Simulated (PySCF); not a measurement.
## Dipole response of Cr (chromium, neutral)

[Ar] 3d5 4s1, high-spin 7S determinant. All numbers are calculated (PySCF 2.14, scalar relativity by spin-free X2C-1e, in aug-cc-pVTZ-DK). Coupled (time-dependent) response in atomic units; α is the mean over directions.

```
method  mean α (bohr³)  C₆ (like pair)  S(−4)
   UHF           106.7           968.3  10180
   PBE           68.66           552.9   3708
  PBE0           73.68           608.0   4154
```

S(−4) is the Cauchy moment in α(ω) = α(0) + S(−4) ω² + …

Reference α: 83 ± 12 bohr³ (recommended; Schwerdtfeger and Nagle, table of static dipole polarizabilities (2023 update)). Published C₆: 602.0 (Chu and Dalgarno (2004); Tang, Norbeck and Certain (1976)).

Hartree-Fock lies above the reference because it lacks correlation, which contracts the outer shell.

α(iu) at PBE:

```
u (hartree)  α(iu) (bohr³)
          0          68.66
     0.0500          60.65
      0.100          45.77
      0.200          25.32
      0.300          16.22
      0.500          9.067
      0.750          5.638
       1.00          3.963
       1.50          2.354
       2.00          1.594
       3.00         0.8867
       5.00         0.3966
```

A single London oscillator, α(iu) = α/(1 + u²/ω²), gives C₆ = (3/4) ω α². Matching the computed C₆ needs ω = 4 × 552.9 / (3 × 68.66²) = 0.156 hartree.
